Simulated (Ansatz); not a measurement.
Cartesian coordinates (Å):
```xyz
11

F     -2.2203     1.3154    -0.0840
C     -1.1091     0.5720    -0.0415
C      0.1395     1.1833    -0.0008
C      1.2586     0.3502     0.0424
C      1.0688    -1.0359     0.0423
N     -0.1373    -1.6078     0.0029
C     -1.2116    -0.8208    -0.0385
H      0.2165     2.2723    -0.0033
H      2.2659     0.7709     0.0756
H      1.9310    -1.7108     0.0757
H     -2.2020    -1.2887    -0.0709
```
Charge 0, spin multiplicity 1.

All values below come from frozen-core CCSD(T)/cc-pVTZ // B3LYP-D3(BJ)/def2-SVP run with Ansatz (a program for electronic structure). The restricted HF reference is unstable towards unrestricted orbitals.

- HF energy = -345.66124 Ha
- MP2 correlation energy = -1.22549 Ha

**Question.** Estimate the CCSD correlation energy, the (T) correction, the total energy and the T1 diagnostic.

**Answer.** 
```yaml
CCSD correlation energy: -1.23808 Ha
"(T) correction": -0.06224 Ha
CCSD(T) total energy: -346.96156 Ha
T1 diagnostic: 0.012
```
